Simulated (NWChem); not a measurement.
# GeH4; SMILES [GeH4]

```xyz
5

Ge     0.0000     0.0000     0.0000
H      1.0627     0.0000    -1.1108
H      0.4317     0.9580     1.1221
H     -0.1477    -1.4209     0.5679
H     -1.3467     0.4629    -0.5792
```
Atoms are numbered in this order, from 1.

Program: NWChem. Pople sets run with spherical d functions. STO-3G and 3-21G are far too small for this property and stand as cheap habits. Coordinates come from a PBE0/def2-SVP optimisation. B3LYP is NWChem's, with the RPA form of VWN correlation. GIAO values for the isolated, static molecule; σ is the absolute isotropic shielding, δ = σ(reference) − σ with the isolated reference molecule computed at the same levels (1H: tetramethylsilane).

| level | σ Ge1 (ppm) | δ H2 (ppm) |
|---|---|---|
| Hartree-Fock/STO-3G | 2438.9 | 1.12 |
| B3LYP/6-31G* | 1779.8 | 3.67 |
| PBE0/pcSseg-1 | [?] | 3.61 |
| PBE/pcSseg-1 | 1613.7 | 3.61 |

Question: Fill in the missing entries.

Answer: 
- PBE0/pcSseg-1, σ Ge1 (ppm): 1657.7
